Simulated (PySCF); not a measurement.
## Computed properties of Se(H)(Et) (C2H6Se), SMILES CC[SeH]

Se(H)(Et) (C2H6Se), SMILES [SeH]CC. Coordinates come from a TPSSh-D3(BJ)/def2-SVP optimisation. One conformer was computed; it need not be the lowest. All values are computed for the isolated molecule unless a solvent is named; none is compared with measurement here.

**Structure.** All 21 harmonic modes at TPSSh-D3(BJ)/def2-SVP (PySCF) are real, so it is a minimum. With heavy atoms numbered as in [SeH:1][CH2:3][CH3:4], the shortest bond between them is C3–C4 at 1.522 Å and the longest Se1–C3 at 1.974 Å.

**Vibrations.** The strongest infrared lines (harmonic, unscaled, degenerate partners summed) lie at 3026 cm⁻¹ (30 km/mol, H 97 %), 2422 cm⁻¹ (29 km/mol, H 99 %), 3107 cm⁻¹ (25 km/mol, H 91 %, C 9 %). The softest mode is at 184 cm⁻¹ and the zero-point energy is 45.9 kcal/mol.

**Electronic structure.** M06-2X/def2-TZVPD (PySCF) places the frontier levels at -7.64 and 0.22 eV, a gap of 7.86 eV, and gives a dipole moment of 1.61 D and a mean polarisability of 56.5 bohr³.

**Excitations.** TDDFT-M06-2X/def2-SVPD (PySCF) has S1 at 4.68 eV (265 nm, f = 0.002, weak); the most intense of the 10 singlets computed lies at 8.19 eV (f = 0.15). T1 (TDA) is at 4.36 eV. No vertical singlet excitation falls in the visible range (under 3.1 eV).

**NMR.** GIAO shifts at B3LYP/pcSseg-1 (PySCF) (non-relativistic, atoms alike by connectivity averaged): ¹³C from 26.7 to 28.7 ppm against TMS; ¹H from 1.7 to 2.6 ppm against TMS.
